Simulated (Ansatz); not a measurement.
Geometry optimisation, Ansatz 0.2.0, DFT PBE-D3(BJ), scalar-relativistic, plane waves, PAW.

input.yaml

```yaml
crystal:
  lattice:
    - [5.32, 0.0, 0.0]
    - [2.66, 4.607255, 0.0]
    - [0.0, 0.0, 16.93696]
  atoms:
    - { symbol: Zn, position: [0.0, 0.0, 0.0590425] }
    - { symbol: Zn, position: [0.5, 0.0, 0.0590425] }
    - { symbol: Zn, position: [0.0, 0.5, 0.0590425] }
    - { symbol: Zn, position: [0.5, 0.5, 0.0590425] }
    - { symbol: Zn, position: [-0.1666667, 0.3333333, 0.2047876] }
    - { symbol: Zn, position: [0.3333333, 0.3333333, 0.2047876] }
    - { symbol: Zn, position: [-0.1666667, 0.8333333, 0.2047876] }
    - { symbol: Zn, position: [0.3333333, 0.8333333, 0.2047876] }
    - { symbol: Zn, position: [0.0, 0.0, 0.3505328] }
    - { symbol: Zn, position: [0.5, 0.0, 0.3505328] }
    - { symbol: Zn, position: [0.0, 0.5, 0.3505328] }
    - { symbol: Zn, position: [0.5, 0.5, 0.3505328] }
    - { symbol: Au, position: [0.6785867, 0.6509222, 0.4792454] }
basis:
  ecutwfc: 420.0
kpoints:
  mp_grid: { grid: [5, 5, 1] }
hamiltonian:
  xc: pbe
  dispersion: d3bj
scf:
  occupations: { method: gaussian, width: 0.1 }
  lower_state_search: "off"
relax:
  f_tol: 0.03
  max_steps: 60
  adjacent_minimum: "off"
  constraints: [{ sites: [0, 1, 2, 3] }]
```

Launched with:

```bash
$ ansatz run input.yaml --threads 4 --pin off --max-ram 10240MiB --backend cpu --events-out ev --progress --plain --runs-dir out
```

Problem. Where does it end, and by what steps?

Solution. It converged. The force dipped under the threshold on the way, but the program's further checks kept it going. Limits of this set-up: coarse k mesh, thin slab, slab without dipole correction. After 4 steps the energy has fallen by 0.222 eV; Au13 moved furthest, 0.43 Å.

```
step  energy less start (eV)  largest force component (eV/Å)  accepted
   0                  0.0000                           0.695       yes
   1                 -0.1384                           0.269       yes
   2                 -0.2139                           0.191       yes
   3                 -0.2219                           0.019       yes
   4                 -0.2219                           0.019       yes
```

```xyz
13
Lattice="5.3200 0.0000 0.0000 2.6600 4.6073 0.0000 0.0000 0.0000 16.9370" Properties=species:S:1:pos:R:3
Zn 0.000 0.000 1.000
Zn 2.660 0.000 1.000
Zn 1.330 2.304 1.000
Zn 3.990 2.304 1.000
Zn 0.000 1.542 3.398
Zn 2.660 1.535 3.276
Zn 1.323 3.834 3.399
Zn 3.998 3.834 3.399
Zn 0.001 -0.002 5.652
Zn 2.661 0.063 5.703
Zn 1.387 2.269 5.696
Zn 3.934 2.269 5.698
Au 5.322 3.062 7.692
```

Time of the run: 26 s on 4 threads of Intel(R) Xeon(R) 6975P-C (Granite Rapids), with other jobs on the host, peak memory 1.3 GiB.
